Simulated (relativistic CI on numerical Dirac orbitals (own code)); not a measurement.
**Sb XLVI: sensitivity of the levels to the model**

Base calculation: Dirac-Coulomb-Breit CI, separate exchange-only KLI orbitals for each configuration, model QED, unscaled Slater integrals.

Configuration list (outside the closed core 1s2): 2s²2p², 2s2p³, 2p⁴, 2p³3s, 2p³3p, 2p³3d, 2s²2p3s, 2s²2p3p, 2s²2p3d, 2s2p²3s, 2s2p²3p, 2s2p²3d, 2s²2p4s, 2s²2p4p, 2s²2p4d, 2s²2p4f. Levels of other configurations are missing.

Variants: (1) valence Slater integrals scaled by 0.9; (2) only the first 3 configurations. Shifts of the energy above 2s²2p² ³P0, in eV, for the lowest level and the first level of each name with at least 55 % of one term (blank where a level changes its place among those of its configuration and J or its character, or is not in the variant):

```tsv
Level	Base	Δ(1)	Δ(2)
2s²2p² ³P0	0.00	0.00	0.00
2s²2p² ³P1	255.83	+1.73	+0.13
2s²2p² ¹D2	270.99	+0.02	+0.13
2s²2p² ³P2	538.22	+1.14	+0.14
2s²2p² ¹S0	575.81	-2.11	-0.28
2s2p³ ³D°3	702.12	+2.09	+0.05
2s2p³ ³P°0	736.49	-0.80	-0.20
2s2p³ ¹D°2	760.72	-3.45	+0.43
2p⁴ ³P2	946.40	-0.19	+0.21
2p⁴ ¹S0	987.95	-4.15	+0.24
2p⁴ ³P1	1210.82	+1.04	+0.11
2p⁴ ¹D2	1227.04	-0.86	+0.34
2p⁴ ³P0	1512.62	-2.08	+0.21
2s²2p3s ³P°0	4426.86	+1.25	
2s²2p3s ³P°1	4429.56	+0.92	
2s²2p3p ³D1	4479.35	+1.98	
2s²2p3p ³P0	4506.88	-0.56	
2s²2p3p ³D2	4570.27	+0.78	
2s2p²3s ³P0	4604.09	-0.99	
2s²2p3d ³F°2	4613.79	+1.72	
2s²2p3s ³P°2	4704.89	+1.70	
2s²2p3s ¹P°1	4710.62	+1.12
```

At this charge energies of transitions that change n are usually good to better than 1 %, and those within a shell (Δn = 0) to a few per cent.

Ionisation energy from the two ground configurations alone: base 7886.72 eV. The NIST ASD value (theoretical) is 7887 eV.

LS names give the leading component of a level, which can be under half, so a name can repeat, a term be missing and a line seem to break the LS rules.
